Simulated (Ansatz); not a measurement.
Relaxation of C₃H₅BClN (11 atoms, charge 0, multiplicity 1), to a largest force component of 0.015 eV/Å in at most 40 steps.

All numbers below come from RKS BLYP-D4/6-31G* (Ansatz 0.2.0).

```xyz
11
Properties=species:S:1:pos:R:3:forces:R:3
B -0.274 -1.496 -0.902 -0.17 2.56 -0.03
C -0.008 -0.192 -0.043 -1.31 -1.89 -3.67
C 0.260 -0.348 1.206 2.61 -0.01 8.20
N 0.656 -0.493 2.443 -1.23 1.64 -4.35
C 0.026 1.171 -0.679 -0.75 -0.90 -1.76
Cl 1.701 1.789 -0.751 1.01 0.77 -0.08
H -0.295 -2.529 -0.428 0.04 -1.53 0.72
H -0.529 -1.314 -2.070 0.18 -0.02 0.11
H 0.754 0.347 3.094 -0.49 -1.47 -0.85
H -0.356 1.101 -1.755 0.42 0.02 1.26
H -0.599 1.855 -0.140 -0.32 0.85 0.45
```

Question: Where does it end, and by what steps?

Answer: It converged. After 19 steps the energy has fallen by 1.225 eV; H9 moved furthest, 0.90 Å. The start is strongly strained (largest force component 8 eV/Å).

```csv
step,energy less start (eV),largest force component (eV/Å),accepted
0,0.0000,8.198,yes
1,-0.7048,2.311,yes
2,-0.9887,1.410,yes
3,-1.1095,0.518,yes
4,-1.1644,0.662,yes
5,-1.1567,0.693,no
6,-1.2000,0.275,yes
7,-1.2119,0.138,yes
8,-1.2173,0.111,yes
9,-1.2201,0.126,yes
10,-1.2218,0.091,yes
11,-1.2224,0.058,yes
12,-1.2230,0.093,yes
13,-1.2237,0.094,yes
14,-1.2241,0.060,yes
15,-1.2241,0.059,no
16,-1.2245,0.038,yes
17,-1.2247,0.026,yes
18,-1.2248,0.019,yes
19,-1.2249,0.012,yes
```

```xyz
11
Properties=species:S:1:pos:R:3
B -0.228 -1.444 -0.796
C 0.067 -0.129 -0.081
C 0.380 -0.215 1.228
N 0.798 -0.339 2.369
C 0.029 1.229 -0.744
Cl 1.726 1.817 -1.253
H -0.193 -2.486 -0.201
H -0.515 -1.416 -1.964
H 0.181 -0.338 3.189
H -0.550 1.185 -1.673
H -0.359 2.026 -0.097
```

Whether the end is a true minimum wasn't checked by a vibrational analysis.

Time of the run: 16 s on 2 threads of AMD EPYC 9R45 96-Core Processor (Zen 5), on a shared host, peak memory 0.17 GiB.
